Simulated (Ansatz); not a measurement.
Job for Ansatz (a quantum-chemistry and plane-wave program): R-B97M-V/def2-TZVPPD on BrH3Si (SMILES [SiH3]Br). The basis file is the Basis Set Exchange's JSON of that set.

Ansatz 0.2 input:
```yaml
crystal:
  periodic: [false, false, false]
  atoms:
    - {symbol: Si, position_ang: [-0.09735619, -0.09735552, -0.09735552]}
    - {symbol: Br, position_ang: [1.19312780, 1.19312988, 1.19312988]}
    - {symbol: H, position_ang: [0.77836672, -0.93707205, -0.93707205]}
    - {symbol: H, position_ang: [-0.93706917, 0.77837066, -0.93707298]}
    - {symbol: H, position_ang: [-0.93706917, -0.93707298, 0.77837066]}
basis:
  gaussian:
    orbitals: def2-TZVPPD.json
hamiltonian:
  xc: {name: B97M-V}
scf: {lower_state_search: off}
```

Program output:

```
WARN ansatz: RAYON_NUM_THREADS=4 ignored (pool sized by the plan → 4); use --threads N
Functional definition: B97M-V
these checks for a lower state are left out or cut short: stability, starts, cluster_reference, orbital_swaps, neighbouring_geometries, increment
integrals: 0.08 GiB planned
902 factors; their error is unknown
mean field: 0.65 GiB planned
mean field evaluation 1: about -77958.9749 eV, gradient 1.2e1 eV
mean field evaluation 2: about -77959.2677 eV, gradient 8.3e0 eV
mean field evaluation 4: about -77959.4995 eV, gradient 8.7e-1 eV
mean field evaluation 8: about -77959.4844 eV, gradient 2.8e-1 eV
mean field evaluation 16: about -77959.4845 eV, gradient 1.9e-5 eV
mean field -77959.48451748 eV, -2864.9582131807 hartree, gradient 2.6e-6 eV, S^2 0.000000; 0 other end points of the search recorded, 0 dependent functions left out
reference -77959.48458559 eV, -2864.9582156837 hartree; 26, 26 occupied and 130, 130 virtual orbitals, 902 factors
Total energy: -77959.48458559 eV, -2864.9582156837 hartree
Checks for a lower state left out: stability, starts, cluster_reference, orbital_swaps, neighbouring_geometries, increment
```

Self-consistency was reached.

Cost: around 6 core-seconds (rough).
